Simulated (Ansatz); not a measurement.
Ansatz (a first-principles code) input (B2PLYP/def2-TZVPD):

Ansatz 0.2 input:
```yaml
crystal:
  periodic: [false, false, false]
  atoms:
    - {symbol: Ga, position_ang: [-0.00080611, -0.28750897, 0.00089471]}
    - {symbol: O, position_ang: [-0.00546492, -1.94912209, 0.00606552]}
    - {symbol: O, position_ang: [0.68809235, 1.52959427, -0.03631499]}
    - {symbol: O, position_ang: [-0.67950373, 1.53362507, 0.02678248]}
basis:
  gaussian:
    orbitals: def2-TZVPD
hamiltonian:
  xc: {name: B2PLYP}
total_charge: 1
magnetization: {spin_polarized: true, initial_magnetization: 2}
correlation: {electrons: outside_noble_gas}
```

Output:

```
Functional definition: B2PLYP
integrals: 0.28 GiB planned
1089 factors; integrals over basis functions are off by at most 1.4e-3 eV
mean field: 1.20 GiB planned
mean field evaluation 1: about -58467.7532 eV, gradient 6.4e1 eV
mean field evaluation 2: about -58467.9118 eV, gradient 6.4e1 eV
mean field evaluation 4: about -58476.7477 eV, gradient 3.7e1 eV
mean field evaluation 8: about -58484.2922 eV, gradient 1.3e1 eV
mean field evaluation 16: about -58485.8161 eV, gradient 2.2e-1 eV
mean field evaluation 32: about -58485.7615 eV, gradient 1.9e-1 eV
mean field evaluation 64: about -58383.5003 eV, gradient 1.1e2 eV
mean field evaluation 96: about -58485.6704 eV, gradient 7.6e-1 eV
mean field -58485.81678034 eV, -2149.3141235669 hartree, gradient 2.0e-6 eV, S^2 2.028240; 6 other end points of the search recorded, 0 dependent functions left out
17 core orbitals not correlated, not the lowest: weight in the atoms' cores, before any rotation towards them, 0.591 or more for the frozen orbitals, at most 0.355 for the correlated occupied ones
reference -58485.81692950 eV, -2149.3141290487 hartree; 11, 9 occupied and 146, 148 virtual orbitals, 1089 factors
second order -24.05914114 eV of doubles, -0.00000000 eV of singles
Total energy: -58492.31289761 eV, -2149.5528514736 hartree
```

This state (charge 1, triplet) is run at the relaxed geometry of the species with charge 0 and multiplicity 2.
